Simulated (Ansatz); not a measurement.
A run for Ansatz (a first-principles code): U-wB97X-V/def2-TZVPP on CF3 (SMILES F[C](F)F).

Ansatz 0.2 input:
```yaml
crystal:
  periodic: [false, false, false]
  atoms:
    - {symbol: C, position_ang: [-0.00002039, -0.00000000, 0.29798432]}
    - {symbol: F, position_ang: [1.25996376, 0.00000000, -0.09933223]}
    - {symbol: F, position_ang: [-0.63002169, 1.09118068, -0.09932605]}
    - {symbol: F, position_ang: [-0.63002169, -1.09118068, -0.09932605]}
basis:
  gaussian:
    orbitals: def2-TZVPP
hamiltonian:
  xc: {name: wB97X-V}
magnetization: {spin_polarized: true, initial_magnetization: 1}
```

**Question.** What total energy does the run end on?

**Answer.** -337.6042 hartree.

**Question.** How many basis functions does it have, and what does it roughly cost on one machine?

**Answer.** 124 functions; very roughly 7 core-seconds.
